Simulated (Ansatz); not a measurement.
Reaction (ligand exchange at the Si–F bond): `F[Si](F)(F)[SiH3]` + HCl → `F[Si](F)([SiH3])Cl` + H–F

Gas-phase electronic energies from Ansatz, PBE0-D4/def2-TZVP geometries. CBS: MP2 limit from def2 TZ/QZ plus the TZ coupled-cluster correction, frozen cores. This one scheme is used for every species. Functionals use def2-TZVPP. B3LYP here is the variant with VWN-RPA as its local correlation; programs differ in this. HSE06 is defined as in plane-wave codes.

`F[Si](F)(F)[SiH3]`:

```xyz
8

F     2.072   -0.889    0.022
Si    0.860   -0.174   -0.700
F     0.448   -1.086   -1.924
F     1.414    1.181   -1.300
Si   -0.924    0.187    0.753
H    -1.388   -1.123    1.273
H    -0.463    1.047    1.870
H    -2.018    0.858    0.007
```

HCl:

Z-matrix (Å, degrees):
```
Cl
H 1 1.279
```

`F[Si](F)([SiH3])Cl`:

```xyz
8

F     1.060   -1.297    1.511
Si    0.806    0.071    0.752
F     2.196    0.499    0.124
Si   -0.837   -0.154   -0.885
Cl    0.303    1.465    2.146
H    -2.101   -0.563   -0.223
H    -0.416   -1.181   -1.871
H    -1.011    1.159   -1.553
```

H–F:

```xyz
2

F     0.378    0.239    0.107
H    -0.378   -0.239   -0.107
```

```tsv
level	ΔE (kJ/mol)	difference from CCSD(T)/CBS
LDA (SPW92)	47.2	-2.2
PBE-D4	41.6	-7.8
revPBE-D4	38.2	-11.2
BLYP-D4	50.2	0.8
B97M-V	54.6	5.2
PBE0-D4	42.9	-6.5
B3LYP-D4	51.5	2.1
r2SCANh-D4	50.6	1.2
r2SCAN0-D4	50.1	0.7
HSE06-D4	42.5	-6.9
BHLYP-D4	54.4	5.0
CAM-B3LYP-D4	57.8	8.4
ωB97X-V	51.8	2.4
B2PLYP	55.9	6.5
PBE-QIDH	47.5	-1.9
PBE	45.6	-3.8
revPBE	45.3	-4.1
BLYP	58.2	8.8
r2SCAN	52.0	2.6
PBE0	46.4	-3.0
r2SCAN0	51.2	1.8
HSE06	45.9	-3.5
BHLYP	60.8	11.4
CAM-B3LYP	61.6	12.2
LC-ωPBE	51.8	2.4
RPA@PBE/def2-TZVPP	57.0	7.6
HF/def2-SVP	54.5	5.1
CCSD/def2-SVP	52.8	3.4
CCSD(T)/def2-SVP	51.6	2.2
HF/def2-TZVPP	66.0	16.6
MP2/def2-TZVPP	48.4	-1.0
SCS-MP2/def2-TZVPP	54.4	5.0
CCSD/def2-TZVPP	57.0	7.6
CCSD(T)/def2-TZVPP	54.2	4.8
HF/def2-QZVPP	68.1	18.7
MP2/def2-QZVPP	46.4	-3.0
SCS-MP2/def2-QZVPP	52.4	3.0
HF/CBS(def2)	68.3	18.9
MP2/CBS(def2)	43.7	-5.7
CCSD/CBS(def2)	52.2	2.8
CCSD(T)/CBS	49.4	0
```

Largest T1 diagnostic among the species: 0.013.

The D4 term adds −6.6 kJ/mol with B3LYP and −3.5 kJ/mol with PBE0; it sums over pairs of atoms, weighted by their polarisabilities, and B3LYP, whose exchange is more repulsive, gets the larger term. Leaving LDA and LC-ωPBE aside and taking each functional with its dispersion term where it has one, the values spread over 19.7 kJ/mol, from revPBE-D4 to CAM-B3LYP-D4. In def2-TZVPP, CCSD(T) changes the Hartree–Fock value by −11.8 kJ/mol (the triples alone add −2.8 kJ/mol) and MP2 by −17.5 kJ/mol.
